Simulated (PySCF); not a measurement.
C6H12O (charge +1 and doublet state).
Z-matrix (Å and degrees, GFN2-xTB geometry), rows numbered from 1:
```
C 
C   1  1.3374
C   2  1.4808  1  123.52
C   3  1.5727  2  105.68  1   106.58
O   4  1.3658  3  108.58  2    72.34
C   4  1.5719  3  105.19  2  -169.24
C   6  1.5129  4  108.46  3   174.52
H   1  1.0801  2  122.50  3    -8.24
H   1  1.0794  2  121.41  3   169.14
H   2  1.0836  1  121.13  3   179.85
H   3  1.0878  2  111.69  1   -13.25
H   3  1.0895  2  111.51  1  -137.71
H   4  1.0970  3  110.13  2   -52.21
H   5  0.9662  4  114.55  3  -133.87
H   6  1.0889  4  107.59  3   -65.16
H   6  1.0881  4  108.84  3    53.83
H   7  1.0934  6  106.88  4  -177.34
H   7  1.0882  6  112.63  4   -60.01
H   7  1.0867  6  112.06  4    64.41
```

The hyperfine couplings belong to this conformer and change with its torsions.

Identity: `[CH2+][CH]C[C@@H](O)CC` [radical] (charge +1).

Method used: UKS B3LYP, pcH-1 on C H O, non-relativistic, mean-field spin-orbit, GIAO in PySCF. Geometry: GFN2-xTB, one conformer, isolated ion. A GFN2-xTB geometry isn't a minimum of the functional, and hyperfine couplings can be far from their values at a DFT geometry, by a factor of two or more for some ions and for spin on atoms past the first row. Stability of the SCF solution: not tested.

Principal values of hyperfine tensors in MHz (contact and dipolar terms together), for some of the nuclei:

| atom | isotope | A1 | A2 | A3 |
| --- | --- | --- | --- | --- |
| H17 | 1H | 58.83 | 60.98 | 67.56 |
| C1 | 13C | -9.83 | -8.30 | 80.43 |
| C6 | 13C | 5.40 | 5.67 | 49.96 |
| C4 | 13C | -37.70 | -35.84 | 22.24 |
| O5 | 17O | -72.81 | 13.29 | 14.43 |
| H14 | 1H | -26.37 | -17.35 | 5.70 |
| H9 | 1H | -21.73 | -11.33 | 10.99 |
| H10 | 1H | -1.19 | 3.56 | 17.61 |

Task: Split each tensor into its isotropic and traceless parts, and turn a_iso into mT with g = 2.0042.

Result: a_iso = (A1 + A2 + A3)/3, Ti = Ai − a_iso; 1 mT corresponds to 28.051 MHz.

| atom | a_iso (MHz) | a_iso (mT) | T1 | T2 | T3 |
| --- | --- | --- | --- | --- | --- |
| H17 | 62.46 | 2.227 | -3.63 | -1.48 | 5.10 |
| C1 | 20.77 | 0.740 | -30.60 | -29.06 | 59.66 |
| C6 | 20.34 | 0.725 | -14.94 | -14.67 | 29.62 |
| C4 | -17.10 | -0.610 | -20.60 | -18.74 | 39.34 |
| O5 | -15.03 | -0.536 | -57.78 | 28.32 | 29.46 |
| H14 | -12.67 | -0.452 | -13.70 | -4.68 | 18.38 |
| H9 | -7.36 | -0.262 | -14.37 | -3.97 | 18.35 |
| H10 | 6.66 | 0.238 | -7.85 | -3.10 | 10.95 |

Task: What spin density at the nucleus of C6 lies behind its contact coupling (g_N = 1.40482)?

Result: a_FC = (2μ0/3) gₑ μB g_N μN ρ(0)/(2S·h) = 800.24 MHz × g_N × ρ(0)/(2S), with ρ in bohr⁻³. With a_FC = 20.34 MHz and 2S = 1, ρ(0) = 0.0181 bohr⁻³.

Task: H8 (1H, g_N = 5.58569) isn't in the table. Its spin density at the nucleus is -0.002351 bohr⁻³. What is its contact coupling?

Result: By the same relation, a_FC = -10.51 MHz. Its full tensor has the principal values -23.69, -14.67, 6.83 MHz.

Task: What first-order splitting does C1 cause when the field lies along A1, A2 or A3 of its tensor (g taken as isotropic, no quadrupole term)?

Result: 2 lines (I = 1/2), spaced by |A_i|/(g × 13.996): 0.35, 0.30, 2.87 mT along the axes of A1, A2 and A3.

The SMILES draws the unpaired electron on C2; the largest computed Mulliken spin population is on C1 (0.37 against 0.14).
